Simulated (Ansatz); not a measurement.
Reaction (formal exchange of groups at a Ga–Cl bond): `CC(C)(C)[O][Ga]([Cl])[Cl]` + `CC(F)CF` → `CC(C)(C)[O][Ga]([F])[Cl]` + `CC(Cl)CF`

Isolated molecules relaxed with PBE0-D4/def2-TZVP in Ansatz; ΔE leaves out vibrations. CCSD(T)/CBS adds triple-zeta CCSD(T) − MP2 to the extrapolated MP2 energy (def2 sets, frozen cores). Functionals use def2-TZVPP. For Ga outer-core shells are correlated without core-valence functions, which leaves a few kJ/mol of doubt a bond. Scalar relativity is left out up to krypton. Each species was taken in one conformer, which may not be the lowest.

Question: Is it downhill or uphill in electronic energy at CCSD(T)/CBS, and by how much? (Estimate.)

Answer: Ansatz gave: Uphill: ΔE = +2.9 kcal/mol.

Question: What do these levels give: PBE-D4, B97M-V, B2PLYP, revPBE, HF/def2-SVP, CCSD/def2-SVP? (Best estimate.)

Answer: Ansatz gave: PBE-D4 3.8, B97M-V 4.8, B2PLYP 3.2, revPBE 3.7, HF/def2-SVP 8.8, CCSD/def2-SVP 4.0 kcal/mol.

Largest T1 diagnostic among the species: 0.013.

From r2SCAN to r2SCAN0 (25 % exact exchange), in def2-TZVPP and without D4, ΔE moves by +0.8 kcal/mol. Leaving LDA and LC-ωPBE aside and taking each functional with its dispersion term where it has one, the values, not all of them listed here, spread over 2.9 kcal/mol, from revPBE-D4 to BHLYP-D4. In def2-TZVPP, CCSD(T) changes the Hartree–Fock value by −4.3 kcal/mol (the triples alone add −0.6 kcal/mol) and MP2 by −6.0 kcal/mol.
